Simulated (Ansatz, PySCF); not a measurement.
This PySCF input computes a r2SCAN/def2-TZVPD energy:

```python
from pyscf import gto, scf, dft

mol = gto.M(
    atom='''
    Si    0.00000000    0.00000000   -0.00000000
    O     1.00703002   -0.02210858   -1.28977156
    O    -1.46959592    0.14926346   -0.70435587
    O     0.12982701   -1.33355605    0.93961808
    O     0.33273889    1.20640118    1.05450935
    H     1.91774520   -0.27679772   -1.12407385
    H    -2.20787797    0.35655240   -0.12669218
    H    -0.19374146   -2.15793968    0.56891672
    H     0.48387423    2.07818500    0.68184931
    ''',
    basis='def2-tzvpd',
    charge=0,
    spin=0,
    verbose=4,
)

mf = dft.RKS(mol, xc='r2scan').density_fit(auxbasis='def2-universal-jkfit')
mf.grids.level = 4
mf.conv_tol = 1e-9
mf.max_cycle = 100
mf.max_memory = 1500
mf.kernel()
if not mf.converged:
    mf = mf.newton()
    mf.kernel(mf.make_rdm1())
mf.analyze()
```

Write an input for the same energy in Ansatz (an electronic-structure program) and say what it gives.


Ansatz 0.2 input:
```yaml
crystal:
  periodic: [false, false, false]
  atoms:
    - {symbol: Si, position_ang: [0.00000000, 0.00000000, -0.00000000]}
    - {symbol: O, position_ang: [1.00703002, -0.02210858, -1.28977156]}
    - {symbol: O, position_ang: [-1.46959592, 0.14926346, -0.70435587]}
    - {symbol: O, position_ang: [0.12982701, -1.33355605, 0.93961808]}
    - {symbol: O, position_ang: [0.33273889, 1.20640118, 1.05450935]}
    - {symbol: H, position_ang: [1.91774520, -0.27679772, -1.12407385]}
    - {symbol: H, position_ang: [-2.20787797, 0.35655240, -0.12669218]}
    - {symbol: H, position_ang: [-0.19374146, -2.15793968, 0.56891672]}
    - {symbol: H, position_ang: [0.48387423, 2.07818500, 0.68184931]}
basis:
  gaussian:
    orbitals: def2-TZVPD
hamiltonian:
  xc: {name: r2SCAN}
output: {forces: true}
```
It gives -593.00007 Eh, and PySCF -593.00020 Eh, a difference of 0.13 mEh, from the treatment of integrals and grids.
